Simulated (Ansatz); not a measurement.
H₇N₃OZr (`[NH2][Zr]([NH2])([NH2])[OH]`). Charge 0, multiplicity 1. Zr: def2 effective core potential. Geometry: relaxed with PBE0-D4/def2-TZVP. It is one conformer, not always the lowest.

```xyz
12

N    -0.821    1.593   -0.795
Zr    0.111    0.086    0.228
N     1.491   -0.723   -1.048
N    -1.299   -1.359    0.562
O     0.915    0.710    1.873
H    -1.343    2.356   -0.385
H    -0.721    1.768   -1.786
H     1.384   -1.603   -1.533
H     2.432   -0.387   -1.195
H    -1.251   -2.084    1.265
H    -2.217   -1.380    0.141
H     1.320    1.023    2.674
```

(1) What is the dipole moment at PBE/def2-TZVPP? (Best estimate.)

(2) And with r2SCAN, B3LYP, ωB97M-V? (Estimate.)

(3) Give the Mulliken charges with PBE, B3LYP, r2SCAN in def2-TZVPP. (Estimate.)

Results:

(1) The calculation gave: 0.52 D, with components (0.23, 0.18, 0.43) D in this frame, pointing from negative to positive charge.

(2) Computed: r2SCAN 0.54 D, B3LYP 0.56 D, ωB97M-V 0.63 D.

(3) Ansatz gave: 
```
atom    PBE  B3LYP  r2SCAN
  N1  -0.55  -0.58   -0.63
 Zr2   1.12   1.32    1.34
  N3  -0.55  -0.58   -0.63
  N4  -0.55  -0.58   -0.63
  O5  -0.50  -0.55   -0.56
  H6   0.13   0.12    0.15
  H7   0.15   0.14    0.16
  H8   0.15   0.14    0.16
  H9   0.13   0.12    0.15
 H10   0.13   0.12    0.15
 H11   0.15   0.14    0.16
 H12   0.18   0.17    0.19
```

B3LYP here is the variant with VWN-RPA as its local correlation; programs differ in this.
